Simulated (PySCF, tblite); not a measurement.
Isomers of C8H11PSi, one GFN2-xTB conformer each. Single-point energies are computed at PBE0/pcSseg-1 (PySCF, gas phase, no added dispersion term), electronic only.

Task: Rank them by PBE0/pcSseg-1 energy, lowest first (kJ/mol).
A. `[SiH3:1][c:2]1[cH:3][cH:4][p:5][c:6]([CH:7]2[CH2:8][CH2:9]2)[cH:10]1` with P5–C6–C7–C8 34°
B. `[SiH3:1][P:2]1[CH2:3][c:4]2[cH:5][cH:6][cH:7][cH:8][c:9]2[CH2:10]1` with Si1–P2–C3–C4 -73°, P2–C3–C4–C5 161°, C8–C9–C10–P2 -161°, Si1–P2–C10–C9 73°

Result: B (0.0), A (153.0).

As drawn, the higher has a three-membered ring and an Si–C bond, which the lower lacks. GFN2-xTB itself gives, in the same order: 0.0, 153.0. Both levels put the same isomer lowest.

Task: Which frontier levels, dipoles and rotational constants go with these structures?

Result: 
```json
{"SMILES": "[SiH3]P1Cc2ccccc2C1", "HOMO (eV, PBE0/pcSseg-1)": "-6.76", "LUMO (eV)": "-0.36", "dipole (D)": "1.24", "A, B, C (MHz)": "1859, 699.7, 682.4"}
{"SMILES": "[SiH3]c1ccpc(C2CC2)c1", "HOMO (eV, PBE0/pcSseg-1)": "-6.80", "LUMO (eV)": "-1.70", "dipole (D)": "0.94", "A, B, C (MHz)": "1910, 599.8, 475.9"}
```

Task: What happens when harmonic zero-point energies from GFN2-xTB frequencies are added?

Result: 
| SMILES | ZPE (kJ/mol) | electronic (kJ/mol) | with ZPE (kJ/mol) |
| --- | --- | --- | --- |
| [SiH3]P1Cc2ccccc2C1 | 412.4 | 0.0 | 0.0 |
| [SiH3]c1ccpc(C2CC2)c1 | 411.3 | 153.0 | 151.9 |

The zero-point energies span 1.1 kJ/mol. The order is unchanged.
